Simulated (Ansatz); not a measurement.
Basis sets compared for W4Se8⁻ (the lowest doublet isomer of a short search). The state is a doublet with charge -1. Geometry PBE-D4/def2-SVP. Ansatz on 2 threads of AMD EPYC 7R13 on a shared host and a share (18 GiB) of an NVIDIA H100 80GB HBM3; times are rough, and most runs start from earlier orbitals.

```tsv
atom	x (Å)	y (Å)	z (Å)
W1	1.549	-0.075	-1.116
W2	-0.900	-0.662	-1.286
W3	0.194	-0.750	1.226
W4	-0.243	1.667	0.095
Se5	2.576	-1.423	0.634
Se6	-0.764	3.079	1.851
Se7	1.844	2.372	-1.035
Se8	0.656	-1.069	-3.201
Se9	0.227	-0.155	3.459
Se10	-2.272	-1.462	0.873
Se11	-2.182	1.469	-1.424
Se12	-0.686	-2.993	-0.075
```

In the def2 sets W takes a core potential; there is no spin–orbit coupling. Single mean-field runs in def2-TZVP are fitted with def2-universal-jkfit. The structure comes from a short search, and lower isomers may exist.

| level | functions | energy (Eh) | HOMO (eV) | LUMO (eV) | wall time |
| --- | --- | --- | --- | --- | --- |
| PBE-D4/def2-SVP | 384 | -19476.5941 | -1.33 | -1.05 | 6 s |
| PBE0-D4/def2-SVP | 384 | -19476.9225 | -2.34 | -0.62 | 8.5 s |

**Question.** Estimate the rows for PBE-D4/def2-TZVP (with forces), PBE0-D4/def2-TZVP.

**Answer.** 
```tsv
level	functions	energy (Eh)	HOMO (eV)	LUMO (eV)	wall time
PBE-D4/def2-TZVP (with forces)	544	-19479.0132	-1.33	-1.04	8 s
PBE0-D4/def2-TZVP	544	-19479.3527	-2.28	-0.55	12 s
```
